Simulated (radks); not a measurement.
Problem. The europium ion Eu8+ is in [Kr] 4d10 4f4 5s2 5p3. All-electron calculation, non-relativistic Kohn-Sham, PBE, spin-polarised, spherical densities, point nucleus. Program: a radial shooting solver on a logarithmic mesh with Libxc functionals. Open shells are filled with parallel spins first. One electron is removed from 4d, 5p, 4f, 5s in turn, with full relaxation. Which removal costs least, and what does each cost?

Solution. 5p 137.02 eV; 4f 148.52 eV; 5s 151.51 eV; 4d 279.73 eV. The 5p electron leaves first.
